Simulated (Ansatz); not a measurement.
Frontier orbitals of `C#[C][Hf]([OH])([OH])[C]#C`.

```xyz
11

C     0.111    1.651   -2.641
C     0.190    0.878   -1.708
Hf    0.292   -0.480    0.015
O    -0.429   -2.163   -0.504
O     2.104   -0.583    0.591
C    -0.915    0.311    1.670
C    -1.592    0.778    2.565
H     0.040    2.332   -3.460
H    -0.601   -3.075   -0.713
H     2.988   -0.837    0.837
H    -2.187    1.189    3.349
```

The species carries charge 0 and has multiplicity 1. Correlated methods include outer-core shells of Hf, which these sets cover unevenly. Hf: def2 effective core potential. All single points use the PBE0-D4/def2-TZVP geometry. It is one conformer, not always the lowest. Basis def2-TZVPP, Ansatz.

```csv
functional,HOMO (eV),LUMO (eV)
r2SCANh,-7.29,-1.79
```

(1) Give HOMO and LUMO (eV) with LDA (SPW92), PBE, revPBE, BLYP, r2SCAN, B97M-V, PBE0, B3LYP, r2SCAN0, HSE06 (plane-wave form), BHLYP, CAM-B3LYP, LC-ωPBE, ωB97X-V, ωB97M-V. (An estimate is asked.)

Answers

(1) Computed: 
```json
{"functional": "LDA (SPW92)", "HOMO": "-6.82", "LUMO": "-2.53"}
{"functional": "PBE", "HOMO": "-6.61", "LUMO": "-2.25"}
{"functional": "revPBE", "HOMO": "-6.53", "LUMO": "-2.14"}
{"functional": "BLYP", "HOMO": "-6.42", "LUMO": "-2.12"}
{"functional": "r2SCAN", "HOMO": "-6.84", "LUMO": "-2.08"}
{"functional": "B97M-V", "HOMO": "-6.79", "LUMO": "-2.05"}
{"functional": "PBE0", "HOMO": "-7.79", "LUMO": "-1.45"}
{"functional": "B3LYP", "HOMO": "-7.53", "LUMO": "-1.65"}
{"functional": "r2SCAN0", "HOMO": "-7.96", "LUMO": "-1.35"}
{"functional": "HSE06 (plane-wave form)", "HOMO": "-7.39", "LUMO": "-1.82"}
{"functional": "BHLYP", "HOMO": "-8.79", "LUMO": "-0.52"}
{"functional": "CAM-B3LYP", "HOMO": "-9.11", "LUMO": "-0.40"}
{"functional": "LC-ωPBE", "HOMO": "-10.56", "LUMO": "0.75"}
{"functional": "ωB97X-V", "HOMO": "-10.13", "LUMO": "0.64"}
{"functional": "ωB97M-V", "HOMO": "-10.01", "LUMO": "0.52"}
```

B3LYP here is the variant with VWN-RPA as its local correlation; programs differ in this. LC-ωPBE has ω = 0.4 bohr⁻¹. Positive LUMOs are unbound and depend on the basis.
